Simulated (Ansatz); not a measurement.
```xyz
8

Si   -0.8283    0.7260   -0.5099
Si    0.7217   -0.8036    0.3368
Br    1.7261    0.1224    2.1009
H    -1.5199    0.1399   -1.6901
H    -0.1214    1.9667   -0.9196
H    -1.8302    1.0455    0.5394
H     0.0765   -2.0591    0.7967
H     1.7755   -1.1378   -0.6541
```

The species carries charge 0 and has multiplicity 1.

(1) List the B3LYP/def2-TZVPP orbital energies in eV (the Gaussian-basis code of Ansatz). (Estimate.)

Results:

(1) The calculation gave: Occupied: -13139.12, -1799.96, -1799.13, -1700.78, -1532.48, -1532.42, -1532.42, -236.56, -177.43, -177.24, -177.24, -144.44, -143.71, -99.81, -99.72, -99.72, -99.02, -99.01, -99.01, -71.72, -71.66, -71.66, -71.50, -71.50, -21.27, -15.66, -13.97, -10.53, -10.37, -9.76, -9.76, -9.18, -8.18, -7.78. Lowest empty: -0.93, -0.11, 0.01, 0.62, 1.03, 1.40, 1.42, 3.18.

B3LYP here is the variant with VWN-RPA as its local correlation; programs differ in this.
